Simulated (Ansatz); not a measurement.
CH7ClO2Si2 (`O[SiH2]C[SiH](O)Cl`). The species carries charge 0 and has multiplicity 1. All single points use the PBE0-D4/def2-TZVP geometry. It is one conformer, not always the lowest.

```xyz
13

O     0.077   -1.089    1.513
Si   -0.333   -1.449   -0.061
C    -0.719    0.188   -0.852
Si    0.445    1.552   -0.353
O     0.456    1.741    1.264
Cl    2.314    1.032   -1.065
H     0.360   -1.807    2.080
H    -1.511   -2.360   -0.073
H     0.795   -2.135   -0.741
H    -1.734    0.493   -0.571
H    -0.698    0.067   -1.940
H     0.115    2.864   -0.946
H     0.433    0.903    1.746
```

(1) What is the dipole moment at B3LYP/def2-TZVPP? (An estimate is asked.)

(2) And with PBE, r2SCAN, ωB97M-V? (Best estimate.)

(3) Give the Mulliken charges with B3LYP, ωB97M-V, PBE in def2-TZVPP. (Estimate.)

## Answers

(1) Ansatz gave: 3.11 D, with components (-1.69, -2.58, 0.41) D in this frame, pointing from negative to positive charge.

(2) Ansatz gave: PBE 3.00 D, r2SCAN 3.08 D, ωB97M-V 3.11 D.

(3) Ansatz gave: 
```
atom  B3LYP  ωB97M-V    PBE
  O1  -0.42    -0.41  -0.38
 Si2   0.48     0.42   0.39
  C3  -0.35    -0.45  -0.32
 Si4   0.62     0.54   0.52
  O5  -0.40    -0.39  -0.36
 Cl6  -0.28    -0.24  -0.25
  H7   0.19     0.18   0.19
  H8  -0.09    -0.05  -0.08
  H9  -0.07    -0.03  -0.07
 H10   0.11     0.14   0.12
 H11   0.10     0.13   0.11
 H12  -0.08    -0.03  -0.07
 H13   0.21     0.20   0.20
```

B3LYP here is the variant with VWN-RPA as its local correlation; programs differ in this.
